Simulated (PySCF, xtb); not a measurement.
B₂O₃, SMILES O=BOB=O. One conformer was computed; it need not be the lowest.

Harmonic wavenumbers (cm⁻¹) from GFN2-xTB (xtb 6.7.1) at its own minimum, in rising order: 53, 53, 422, 422, 426, 426, 689, 1345, 2186, 2200.

Q: What does PBE-D3(BJ)/def2-SVP (PySCF 2.14.0) give at its own minimum? (An estimate is asked for; the answer gives what the named calculation found.)

A: 37, 37, 454, 454, 462, 462, 667, 1308, 2104, 2156. Paired by order, the mean absolute difference is 35 cm⁻¹ and the zero-point energies are 11.8 and 11.6 kcal/mol.
